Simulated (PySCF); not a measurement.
## Exact simulation of a proton spin system

Molecule: `InChI=1S/C12H10O/c1-3-7-11(8-4-1)13-12-9-5-2-6-10-12/h1-10H`.

Bonds (- single, = double, # triple, : aromatic): C1:C2, C2:C3, C3:C4, C4-O5, O5-C6, C6:C7, C7:C8, C8:C9, C9:C10, C10:C11, C4:C12, C12:C13, C13:C1, C11:C6. C1 carries H14; C2 carries H15; C3 carries H16; C7 carries H17; C8 carries H18; C9 carries H19; C10 carries H20; C11 carries H21; C12 carries H22; C13 carries H23.

Calculated, not measured (PySCF 2.14.0 with density-fitted response routines): B3LYP/pcJ-1 coupling constants (without the spin–dipole term), geometry from PBE0-D3(BJ)/def2-SVP, PBE/pcSseg-1 with gauge-including orbitals. Relativity neglected, rapidly exchanging positions averaged, single conformer, gas phase.

Shifts are taken against calculated references (same method and geometry level): $^{1}$H vs TMS.

Shifts (ppm): H14 7.03, H15/H23 7.30, H16/H22 6.99.
Couplings (Hz): H14–H15, H14–H23: 8.2; H14–H16, H14–H22: 0.8; H15–H16, H22–H23: 9.2; H15–H22, H16–H23: 0.4; H15–H23: 1.3; H16–H22: 2.4.

The 5-spin Hamiltonian (Zeeman plus full scalar coupling among like nuclei) was diagonalised exactly; lines are Lorentzian, 1.0 Hz wide, and the maxima above 3 % are listed with the tallest set to 100.

**Question.** Give the $^{1}$H peak list of this spin system at 90 MHz.

**Answer.** 
Hz from δ = 0 (height): 667.8 (11), 667.1 (12), 666.3 (13), 664.5 (8), 660.0 (27), 658.5 (37), 657.5 (30), 655.5 (22), 653.0 (13), 650.3 (52), 649.4 (51), 639.2 (27), 638.3 (32), 633.0 (100), 630.8 (49), 625.1 (37), 623.6 (44), 622.4 (22), 620.7 (6)

**Question.** And at 800 MHz?

**Answer.** 
```
    Hz    ppm  height
5850.8  7.313      13
5849.1  7.311      58
5847.2  7.309      24
5840.9  7.301      86
5839.5  7.299      87
5833.1  7.291      28
5831.2  7.289      68
5829.6  7.287      14
5632.1  7.040      34
5623.9  7.030      64
5615.7  7.020      30
5597.1  6.996      88
5596.3  6.995     100
5588.5  6.986      54
5587.5  6.984      94
5586.9  6.984      85
```

**Question.** Among coupled protons with different shifts, which pair is furthest from first order, and how does the field change that?

**Answer.** H14 and H15: Δν/J is about 3.0 at 90 MHz (strongly coupled) and 26.3 at 800 MHz (close to first order). J in Hz doesn't depend on the field, while Δν in Hz grows in proportion to it. The system also holds chemically equivalent protons that couple differently to a partner (AA′BB′ or AA′XX′ type), and that part stays second order at any field.

Unscaled 3J(H,H) at this level run about 10 % above measured values.
